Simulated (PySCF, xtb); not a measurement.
Cl3H2HfN, SMILES [NH2][Hf]([Cl])([Cl])[Cl], multiplicity 1.

GFN2-xTB run with xtb at its own geometry gives an orbital gap of 2.49 eV and a dipole moment of 4.44 D.

Geometry optimised at B3LYP-D3(BJ)/def2-SVP. The multiplicity is an assumed one; no other spin state was optimised. The structure was generated by enumeration; whether it is a known compound was not checked. The def2 effective core potentials stand for the cores of Hf; spin–orbit coupling is left out. The values are those of a single conformer.

**Question.** What does PBE/def2-TZVP run with PySCF give? (Estimate from the structure and the level; the computed values follow.)

**Answer.** gap 4.33 eV (levels -6.93 and -2.60 eV), dipole 2.71 D.
